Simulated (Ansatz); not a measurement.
Consider the ligand exchange at a B–C bond: `BC(=N)CF` + `C[SiH2]O` → `BO[SiH2]C` + `N=CCF`.

Gas-phase electronic energies from Ansatz, PBE0-D4/def2-TZVP geometries. CCSD(T)/CBS is the MP2 limit (def2-TZVPP, def2-QZVPP) plus CCSD(T) − MP2 in def2-TZVPP, frozen cores. This one scheme is used for every species. DFT in def2-TZVPP. B3LYP here is the variant with VWN-RPA as its local correlation; programs differ in this. One conformer a species, not always the lowest.

`BC(=N)CF`:

```xyz
10

B    -0.856   -1.142   -0.684
C    -0.284   -0.067    0.300
N    -0.750   -0.116    1.484
C     0.853    0.814   -0.129
F     0.795    1.020   -1.495
H    -0.102   -1.913   -1.201
H    -2.030   -1.226   -0.865
H    -0.250    0.511    2.123
H     1.811    0.331    0.097
H     0.812    1.788    0.370
```

`C[SiH2]O`:

Z-matrix (Å, degrees):
```
C
Si 1 1.863
H 1 1.093 2 111.0
H 1 1.094 2 110.2 3 119.8
H 1 1.093 2 111.5 3 -120.7
O 2 1.652 1 112.6 3 57.7
H 2 1.492 1 108.9 3 -179.5
H 2 1.483 1 110.6 3 -59.4
H 6 0.957 2 117.7 1 68.6
```

`BO[SiH2]C`:

Z-matrix (Å, degrees):
```
Si
O 1 1.663
C 1 1.855 2 108.8
H 1 1.485 2 106.8 3 120.0
H 1 1.488 2 109.0 3 -121.7
B 2 1.345 1 132.5 3 120.3
H 3 1.092 1 111.0 2 -62.7
H 3 1.093 1 110.3 2 177.5
H 3 1.092 1 110.8 2 57.8
H 6 1.205 2 120.2 1 0.2
H 6 1.200 2 118.1 1 -179.7
```

`N=CCF`:

```xyz
8

N    -1.008    0.801   -1.046
C    -0.766    0.130   -0.009
C     0.573   -0.363    0.444
F     1.563    0.011   -0.432
H    -0.141    0.975   -1.561
H    -1.595   -0.141    0.652
H     0.566   -1.457    0.517
H     0.809    0.044    1.434
```

| level | ΔE (kcal/mol) | difference from CCSD(T)/CBS |
| --- | --- | --- |
| r2SCAN-D4 | -36.1 | -0.3 |
| r2SCAN0-D4 | -36.5 | -0.7 |
| BHLYP-D4 | -37.4 | -1.6 |
| PBE-QIDH | -36.1 | -0.3 |
| PBE0 | -35.6 | 0.2 |
| B3LYP | -36.8 | -1.0 |
| r2SCANh | -36.3 | -0.5 |
| r2SCAN0 | -36.5 | -0.7 |
| CCSD(T)/def2-SVP | -40.2 | -4.4 |
| SCS-MP2/def2-QZVPP | -36.2 | -0.4 |
| CCSD(T)/CBS | -35.8 | 0 |

Largest T1 diagnostic among the species: 0.012.

Leaving LDA and LC-ωPBE aside and taking each functional with its dispersion term where it has one, the values, not all of them listed here, spread over 3.3 kcal/mol, from BHLYP-D4 to revPBE-D4. LDA lies −1.7 kcal/mol from PBE without D4. In def2-TZVPP, CCSD(T) changes the Hartree–Fock value by +1.6 kcal/mol (the triples alone add +0.1 kcal/mol) and MP2 by +1.6 kcal/mol. From BLYP to BHLYP (50 % exact exchange), in def2-TZVPP and without D4, ΔE moves by −1.1 kcal/mol.
